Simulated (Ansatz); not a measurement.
Reaction (hydrogenolysis of the Al–Si bond): `[NH2][Al]([SiH3])[SiH2]O` + H₂ → `[NH2][AlH][SiH3]` + `O[SiH3]`

Computed with Ansatz on PBE0-D4/def2-TZVP structures; ΔE is electronic, products minus reactants. CBS: MP2 limit from def2 TZ/QZ plus the TZ coupled-cluster correction, frozen cores. This one scheme is used for every species. DFT in def2-TZVPP. B3LYP here is the variant with VWN-RPA as its local correlation; programs differ in this. HSE06 is defined as in plane-wave codes. Each species was taken in one conformer, which may not be the lowest.

Q: Is it downhill or uphill in electronic energy at CCSD(T)/CBS, and by how much? (Best estimate.)

A: The calculation gave: Downhill: ΔE = -25.5 kJ/mol.

Q: What do these levels give: BLYP-D4, B3LYP-D4, CAM-B3LYP-D4, revPBE, BLYP, HSE06, BHLYP, HF/def2-SVP, CCSD/def2-SVP, CCSD(T)/def2-SVP, CCSD/def2-TZVPP, HF/CBS(def2)? (Estimate.)

A: Ansatz gave: BLYP-D4 -18.1, B3LYP-D4 -24.6, CAM-B3LYP-D4 -33.3, revPBE -14.9, BLYP -29.2, HSE06 -21.4, BHLYP -43.7, HF/def2-SVP -63.6, CCSD/def2-SVP -42.4, CCSD(T)/def2-SVP -38.1, CCSD/def2-TZVPP -33.8, HF/CBS(def2) -60.6 kJ/mol.

Largest T1 diagnostic among the species: 0.013.

From BLYP to BHLYP (50 % exact exchange), in def2-TZVPP and without D4, ΔE moves by −14.5 kJ/mol. In def2-TZVPP, CCSD(T) changes the Hartree–Fock value by +32.1 kJ/mol (the triples alone add +6.0 kJ/mol) and MP2 by +30.2 kJ/mol.
